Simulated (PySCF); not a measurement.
Simulated outer-valence photoelectron spectrum of `ClB(C1C=C1)Cl`. Theory: EOM-IP-CCSD/aug-cc-pVDZ in PySCF, restricted Hartree–Fock reference, frozen core, non-relativistic, gas phase, PBE0-D3(BJ)/def2-SVP geometry.

Each root has a Gaussian of 0.8 eV full width with its one-hole share as area; cross sections and vibrations are left out, and the highest printed point is 100.

```tsv
ionisation energy (eV)	intensity
8.8	0
9.0	1
9.2	3
9.4	10
9.6	22
9.8	34
10.0	37
10.2	30
10.4	25
10.6	32
10.8	51
11.0	73
11.2	91
11.4	100
11.6	98
11.8	81
12.0	52
12.2	27
12.4	19
12.6	28
12.8	47
13.0	64
13.2	65
13.4	52
13.6	36
13.8	31
14.0	35
14.2	37
14.4	29
14.6	17
14.8	7
15.0	2
15.2	0
```

Question: Where are the maxima, and how many lines lie under the curve?

Answer: 4 maxima, at 10.0, 11.5, 13.1 and 14.1 eV, from 8 lines. At this width some lines have no maximum of their own.

Question: List the lines with their holes.

Answer: 
```
E (eV)  leading hole (HF orbital)  area  Koopmans (eV)
  9.94                       HOMO  0.96          10.22
 10.97                     HOMO-1  0.96          11.74
 11.26                     HOMO-2  0.95          12.17
 11.66                     HOMO-4  0.95          12.58
 11.72                     HOMO-3  0.95          12.56
 12.97                     HOMO-5  0.95          14.04
 13.25                     HOMO-6  0.95          14.08
 14.18                     HOMO-7  0.95          15.32
```

The widest gap, 1.25 eV, lies between 11.72 and 12.97 eV. Only orbitals with −ε under 21 eV, eight at most, were ionised, so the high end of the curve may lack lines.

The run took 8.7 min of wall time on one thread, Arm Neoverse V1, no GPU, shared host.

Conformer computed: `[Cl:1][B:2]([Cl:3])[CH:4]1[CH:5]=[CH:6]1`: Cl1–B2–C4–C5 28°.

One conformer stands for the species.
